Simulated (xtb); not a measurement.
xtb input:

```bash
xtb mol.xyz --gfn 2 --sp --chrg 1 --uhf 0
```
mol.xyz:
```
2

Au    -0.00000000    -0.00000000    -0.13274140
C      0.00000000     0.00000000     1.74776176
```

Problem. Which total energy does the run end on?

Solution. -5.21639 Eh (GFN2-xTB).

This state (charge 1, singlet) is run at the relaxed geometry of the species with charge 0 and multiplicity 2.
